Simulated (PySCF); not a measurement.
B3LYP has the VWN-RPA correlation part, as in Gaussian. Delta-SCF ions had no search for a lower state. Excitations are Tamm–Dancoff values on a coarser integration grid. The basis has no diffuse functions, so Rydberg states are missing or too high.

# CH$_{2}$AlN, SMILES `N#[C][AlH2]` (charge 0, multiplicity 1)

Computed with B3LYP-D3(BJ)/def2-TZVP (PySCF).

- HOMO = -9.05 eV
- dipole moment = 3.41 D
- HOMO–LUMO gap = 6.27 eV
- LUMO = -2.79 eV
- S1 excitation (TDA) = 5.08 eV
- S1 oscillator strength = 0.000
- T1 excitation (TDA) = 4.72 eV
- S1–T1 gap (TDA) = 0.35 eV
- vertical ionisation energy (Delta-SCF) = 11.50 eV
- total energy = -336.5417 Ha
- cost = very roughly 30 core-seconds

Bonds (Å): N1–C2 1.155, C2–Al3 1.939, Al3–H4 1.567, Al3–H5 1.567. Bond angles (°): N1–C2–Al3 179.8, C2–Al3–H4 117.0, C2–Al3–H5 117.0, H4–Al3–H5 126.0.
